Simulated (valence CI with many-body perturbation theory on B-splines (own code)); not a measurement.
## Energy levels of Xe XV

Method: configuration interaction combined with many-body perturbation theory (CI+MBPT): four valence electrons over a frozen Dirac-Fock core [Kr], a basis of 7 s, 7 p, 8 d, 6 f, 4 g, 1 h functions for each j, with the one-electron correlation potential Σ1, the two-electron term Σ2, the three-electron term Σ3, Breit, model QED; selected CI, second order for the rest, scaled by the run's own slope (own B-spline code, finite nucleus).

No measured spectrum was set against this ion. As an estimate, terms of the open shell hold to 2 to 4 % of their energy, and close levels can change places. Excitations out of the core, of the other parity, are not computed and may begin above about 63.6 eV (a cautious bound); beyond it only levels of the ground parity were kept, without lifetimes.

Levels 1 to 45 of 65, with energies above the lowest level, 4d4 5D_0. "Leading %" is the weight of the configuration and term that name the level; weights of strongly mixed levels are sums over their largest components and can fall short. Lifetimes count E1, E2, E3, M1 and M2 decay at the calculated energies, and are blank where another channel may lead or the interval is too uncertain; long ones can be off by a factor of two.

```
No.  Configuration  Term  J  E (cm⁻¹)  Leading %      g  Lifetime
  1            4d4    5D  0         0         68                 
  2            4d4    5D  1      7800         86  1.498   49.8 ms
  3            4d4    5D  2     14883         92  1.477   57.2 ms
  4            4d4    5D  3     20641         88  1.458    126 ms
  5            4d4    5D  4     24781         71  1.405    629 ms
  6            4d4    3P  0     38088         54          1.75 ms
  7            4d4    3H  4     40046         58  0.962   16.0 ms
  8            4d4    3G  3     47951         65  0.888   6.74 ms
  9            4d4    3H  5     49747         76  1.071   28.8 ms
 10            4d4    3F  2     50563         69  0.810   4.41 ms
 11            4d4    3P  1     51737         77  1.372   2.60 ms
 12            4d4    3H  6     54152         74  1.123    904 ms
 13            4d4    3G  4     59161         57  1.036   9.19 ms
 14            4d4    3D  2     62047         45  1.250   16.7 ms
 15            4d4    3F  4     63289         43  1.139   3.69 ms
 16            4d4    3F  3     64871         49  1.153   7.33 ms
 17            4d4    3D  3     69345         39  1.120   2.53 ms
 18            4d4    3G  5     73008         76  1.160   6.95 ms
 19            4d4    3P  2     75430         39  1.179   2.17 ms
 20            4d4    1I  6     77206         74  1.041   6.05 ms
 21            4d4    3D  1     77257         85  0.643   1.88 ms
 22            4d4    1G  4     87278         48  1.079   3.69 ms
 23            4d4    1S  0     89357         75          1.95 ms
 24            4d4    3P  2     90325         37  1.159   2.63 ms
 25            4d4    1F  3     94417         64  1.055   2.98 ms
 26            4d4    3P  2    102230         62  1.236   3.04 ms
 27            4d4    3F  4    108380         69  1.179   1.30 ms
 28            4d4    3F  2    111940         55  0.883   1.82 ms
 29            4d4    3F  3    112960         78  1.070   3.57 ms
 30            4d4    3P  1    114500         97  1.485   1.81 ms
 31            4d4    3P  0    120140         85                 
 32            4d4    1G  4    121190         79  1.044   1.83 ms
 33            4d4    1D  2    148070         92  0.999   1.38 ms
 34            4d4    1S  0    188290         92                 
 35         4d3.5s    5F  1    848340         87  0.071          
 36         4d3.5s    5F  2    852520         76  0.990          
 37         4d3.5s    5F  3    861520         89  1.239          
 38         4d3.5s    3F  2    868610         69  0.797          
 39         4d3.5s    5F  4    869770         86  1.316          
 40         4d3.5s    5F  5    876140         69  1.328          
 41         4d3.5s    5P  2    879130         56  1.580          
 42         4d3.5s    3F  3    879570         71  1.019          
 43         4d3.5s    5P  1    880060         68  2.112          
 44         4d3.5s    3F  4    885410         39  1.058          
 45         4d3.5s    3P  1    888280         39  1.230
```

Names give the largest LS component (configuration and term), which can be under half, so a name can repeat, a term be missing and a line seem to break the LS rules; names also repeat where a configuration has a term twice.

Where two levels of one J and parity lie close, their mixing, g and order are uncertain.

The ionisation energy to 4d3 4F_3/2 of the next ion comes out as 344.57 eV (NIST: 343 ± 3 eV (theoretical)). All 65 levels together are meant to be complete up to 513070 cm⁻¹.
